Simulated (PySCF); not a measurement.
# Basis and Hamiltonian dependence of the ionisation energy of Sb

Sb [Kr] 4d10 5s2 5p3 (4S) → Sb⁺ [Kr] 4d10 5s2 5p2 (3P). Calculated with PySCF 2.14 from differences of total energies of unrestricted determinants, without spin-orbit coupling. Values in eV.

```tsv
basis	Hamiltonian	functions	UHF	LDA	PBE0	MP2 (valence)	CCSD(T) (valence)	CCSD(T) (valence and next inner shell)
cc-pVDZ-PP with ECP28MDF	ECP	23	8.600	9.111	n/a	8.885	8.849	n/a
def2-SVP with the def2 core potential (28 electrons)	ECP	26	8.595	9.119	n/a	8.879	8.844	n/a
aug-cc-pVDZ-PP with ECP28MDF	ECP	32	8.598	9.132	9.051	8.913	8.891	n/a
aug-cc-pVTZ-PP with ECP28MDF	ECP	55	8.583	9.121	9.043	9.001	9.015	n/a
x2c-TZVPPall	spin-free X2C	60	8.577	9.114	9.028	8.969	8.983	9.042
ANO-RCC-VTZP	spin-free X2C	68	8.586	9.147	9.064	8.980	8.986	9.049
x2c-TZVPPall with one added diffuse shell each of s, p, d, f type	spin-free X2C	76	8.598	9.150	9.054	9.002	9.018	9.075
aug-cc-pVQZ-PP with ECP28MDF	ECP	92	8.576	9.121	9.040	9.027	9.039	n/a
aug-cc-pwCVTZ-PP with ECP28MDF	ECP	96	8.571	9.117	9.037	8.994	9.009	n/a
aug-cc-pwCVTZ-DK3	spin-free X2C	109	8.568	9.125	9.039	8.989	9.005	n/a
x2c-QZVPPall	spin-free X2C	112	8.572	9.127	9.041	9.010	9.024	n/a
aug-cc-pVQZ-PP with one added diffuse shell each of s, p, d, f, g type with ECP28MDF	ECP	117	8.576	9.121	9.040	9.027	n/a	n/a
x2c-QZVPPall with one added diffuse shell each of s, p, d, f type	spin-free X2C	128	8.572	9.128	9.041	9.010	n/a	n/a
aug-cc-pV5Z-PP with ECP28MDF	ECP	139	8.573	9.120	9.040	9.037	n/a	n/a
```

Extrapolation of CCSD(T) (valence) from aug-cc-pVTZ-PP with ECP28MDF and aug-cc-pVQZ-PP with ECP28MDF: the correlation parts are 0.432 and 0.463 eV; with the X⁻³ form and unrounded values, (4³ × 0.463 − 3³ × 0.432)/(4³ − 3³) = 0.485 eV, and adding the Hartree-Fock value 8.576 eV of the larger basis gives 9.061 eV.

Frozen in the all-electron rows: valence and next inner shell: [Ar] 3d10; valence: [Kr] 4d10; with a core potential, the same shells as far as they lie outside it.

Reference for a calculation without spin-orbit coupling: 9.124 eV (measured, between term centres; NIST).
